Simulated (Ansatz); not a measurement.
The same path of C$_{4}$H$_{10}$BFO (17 atoms, charge 0, multiplicity 1) was run twice with different band settings. The coordinate that changes most is the dihedral C2–C3–B6–O7.

Level of theory: Ansatz, RHF/def2-SVP.

Relaxed end points:

```xyz
17
Properties=species:S:1:pos:R:3
C -2.094 0.209 -0.564
C -0.940 0.285 0.433
C 0.330 -0.470 0.020
C 0.957 0.038 -1.273
F -0.038 -1.795 -0.207
B 1.379 -0.456 1.223
O 1.961 0.714 1.538
H -1.861 0.717 -1.502
H -2.983 0.686 -0.148
H -2.341 -0.827 -0.792
H -0.671 1.326 0.624
H -1.281 -0.126 1.388
H 0.267 -0.071 -2.110
H 1.238 1.087 -1.178
H 1.855 -0.535 -1.513
H 1.636 -1.457 1.838
H 2.566 0.678 2.262
```

```xyz
17
Properties=species:S:1:pos:R:3
C -2.042 0.296 -0.519
C -0.889 0.462 0.467
C 0.414 -0.242 0.078
C 1.009 0.230 -1.242
F 0.113 -1.605 -0.080
B 1.484 -0.150 1.267
O 1.892 -1.262 1.883
H -1.839 0.778 -1.476
H -2.950 0.746 -0.114
H -2.243 -0.759 -0.707
H -0.671 1.522 0.617
H -1.204 0.076 1.441
H 0.321 0.056 -2.069
H 1.239 1.296 -1.197
H 1.933 -0.308 -1.462
H 1.930 0.906 1.622
H 1.484 -2.043 1.533
```

Common settings: movable images 7; climbing image yes; optimiser quadratic models (default); start path IDPP; force threshold 0.05 eV/Å; iteration limit 60; end points relaxed.

| run | spring |
| --- | --- |
| 1 | 5.0 eV/Å² |
| 2 | 0.5 eV/Å² |

**Question.** What does each run give, and how far can it be trusted?

**Answer.** Run 1: converged after 31 iterations, highest image 0.574 eV above the first end. The profile has 2 maxima (images 3, 5) with wells between them (image 4): this band takes more than one step, which may be the mechanism or a detour left from its start path. A vibrational analysis at the climbing image gives one clearly imaginary mode, 776i cm⁻¹: a first-order saddle point.
Run 2: converged after 48 iterations, highest image 0.572 eV above the first end. Another band between the same ends (7 images) ends at a top of the same energy, where a vibrational analysis finds 1 clearly imaginary mode.
